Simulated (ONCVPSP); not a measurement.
## Bi, ONCV: configuration errors across variants

- Element: bismuth (Bi)
- Generator: ONCVPSP 4.0.1
- Type: optimised norm-conserving Vanderbilt (ONCV)
- Functional: PBE
- Relativity: non-relativistic
- Frozen core: [Xe]
- Valence charge: 29
- Reference configuration: 4f14 5d10 6s2 6p1.5 (charge +1.5)
- Partial waves: 6s: rc 1.85 bohr, ncon 5, nbas 8, qcut 3.2 1/bohr, 2 projectors, debl 3.3 Ha; 6p: rc 2.35 bohr, ncon 4, nbas 7, qcut 3.2 1/bohr, 2 projectors, debl 1 Ha; 5d: rc 1.20 bohr, ncon 4, nbas 7, qcut 7.8 1/bohr, 2 projectors, debl 2.4 Ha; 4f: rc 0.70 bohr, ncon 3, nbas 8, qcut 21 1/bohr, 2 projectors, debl 1.6 Ha
- Local potential: polynomial inside 0.50 bohr (lpopt 3, dvloc0 0 Ha)
- Core correction: Teter function, fcfact 2.75, rcfact 1.6

In the f channel the program set the typed energies aside and used -6.829, 0.250 Ha.

All-electron excitation energies from the reference (eV): (1) 4f14 5d10 6s2 6p3 -14.681; (2) 4f14 5d10 6s2 6p2 -6.652; (3) 4f14 5d10 6s2 6p1 8.537; (4) 4f14 5d10 6s1 6p3 0.560.

4 further variants failed, have other tests or too few solved ones, and are left out.

A true bound ghost makes a file unfit for plane-wave use even where its test errors are small: the radial tests pick states by their node count and pass the ghost by.

Errors AE − PS in meV (a dash: test not solved or not reliable):

```
     change   (1)  (2)   (3)   (4)  bound ghosts  GHOST(+) flags above zero
       base  -0.5  0.0  +0.1  -3.8          s, p                       s, d
s: qcut 2.1  -0.7  0.0   0.0  -4.0          s, p                       s, d
s: qcut 2.3  -0.7  0.0   0.0  -3.9          s, p                       s, d
```

Problem. Give the same row for: s: qcut 2.8.

Solution. -0.6, 0.0, 0.0, -3.8; bound ghosts: s, p; GHOST(+) flags above zero: s, d.
